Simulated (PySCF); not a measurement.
## How methods differ on the ionisation energy of Mn⁺

Mn⁺ [Ar] 3d5 4s1 (7S) → Mn²⁺ [Ar] 3d5 (6S), as a difference of total energies. All numbers are calculated (PySCF 2.14, no relativity, point nucleus, in aug-cc-pVTZ (8s7p5d3f2g, 93 functions)). Correlated levels: valence: [Ar] frozen. The calculations carry no spin-orbit coupling.

**Question.** Order these methods by the ionisation energy they give, lowest first.
A. TPSSh
B. B3LYP
C. r2SCAN
D. MP2 (valence)

**Answer.** D (15.139 eV), A (15.732 eV), B (15.929 eV), C (15.963 eV).

These non-relativistic numbers lack the scalar-relativistic shift.

Errors of the correlated levels include the incompleteness of this basis and the frozen core.

For comparison: 15.640 eV (measured; NIST Atomic Spectra Database, ionization energies).
